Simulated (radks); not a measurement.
Rh+, configuration [Kr] 4d8 (the NIST ground configuration). Calculated with a radial shooting solver on a logarithmic mesh with Libxc functionals: Dirac Kohn-Sham, Slater X-alpha with alpha = 0.843, spin-unpolarised, spherical densities, finite nucleus; open shells fill j = l - 1/2 first; Fermi nuclear charge, rms radius 4.4945 fm.

Unscreened Slater integrals over Kohn-Sham orbitals (cm^-1). Large and small components are both included.

integral,value
"F0(4d5/2,4d5/2)",133310
"F2(4d5/2,4d5/2)",65277
"F4(4d5/2,4d5/2)",42245
"F0(4d5/2,4d3/2)",134180
"F2(4d5/2,4d3/2)",65724
"G2(4d5/2,4d3/2)",65695
"G4(4d5/2,4d3/2)",42529
"F0(4d5/2,4p3/2)",152830
"F2(4d5/2,4p3/2)",73631
"G1(4d5/2,4p3/2)",91940
"G3(4d5/2,4p3/2)",55812
"F0(4d5/2,4p1/2)",154370
"G3(4d5/2,4p1/2)",55163
"F0(4d3/2,4d3/2)",135070
"F2(4d3/2,4d3/2)",66191
"F0(4d3/2,4p3/2)",154120
"F2(4d3/2,4p3/2)",74589
"G1(4d3/2,4p3/2)",93426
"G3(4d3/2,4p3/2)",56742
"F0(4d3/2,4p1/2)",155700
"G1(4d3/2,4p1/2)",92542
"F0(4p3/2,4p3/2)",182760
"F2(4p3/2,4p3/2)",95558
"F0(4p3/2,4p1/2)",185390
"G2(4p3/2,4p1/2)",96691
"F0(4p1/2,4p1/2)",188160
